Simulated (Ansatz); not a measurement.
Coupled-cluster diagnostics for the cluster Si₂Mo₂, Ansatz.

Geometry of the singlet (PBE0-D4/def2-SVP):

```csv
atom,x (Å),y (Å),z (Å)
Mo1,-1.043,-0.613,0.656
Mo2,1.059,-0.551,0.684
Si3,-0.047,1.533,0.156
Si4,0.031,-0.369,-1.497
```

In the def2 sets Mo takes a core potential; there is no spin–orbit coupling. Correlated methods freeze 10 core orbitals; core or outer-core shells of Mo are correlated, in sets that lack core-valence functions. The structure comes from a short search, and lower isomers may exist.

Question: Estimate the CCSD(T) correlation energy, the shares of MP2 and (T), T1 and the reference's ⟨S²⟩ for: charge 0, singlet, own geometry in def2-TZVPP; and the rough time on 2 threads of Arm Neoverse V1 on a shared host.

Answer: 
```tsv
state	basis	correlation (eV)	MP2 share (%)	(T) share (%)	T1	⟨S²⟩ (pure)	wall time	remarks
charge 0, singlet, own geometry	def2-TZVPP	-38.305	107.3	8.4	0.054	0.00 (0.00)	40 s	large T1, restricted SCF unstable
```
Customary marks for T1 are 0.02 (closed shells), 0.045 (open shells) and about 0.05 (3d metals). T1 exceeds 0.02 in 1 of 1 rows and 0.045 in 1; the higher it lies, the less the single-reference result can be trusted.
